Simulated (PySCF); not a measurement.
```xyz
4

Zn     0.0374    -0.0212     0.0514
O     -1.1119    -1.1223     0.8547
H     -0.7206    -1.9778     1.1078
H      0.9243     1.0014    -0.6424
```

Charge 0, multiplicity 1.

### Question
Give the Mulliken and meta-Löwdin atomic charges from PySCF 2.14.0 with TPSSh-D3(BJ)/def2-TZVP // PBE-D3(BJ)/def2-SVP.

### Answer

| atom | Mulliken (e) | meta-Löwdin (e) |
|---|---|---|
| Zn1 | 0.34 | 1.05 |
| O2 | -0.65 | -1.01 |
| H3 | 0.32 | 0.33 |
| H4 | -0.01 | -0.37 |
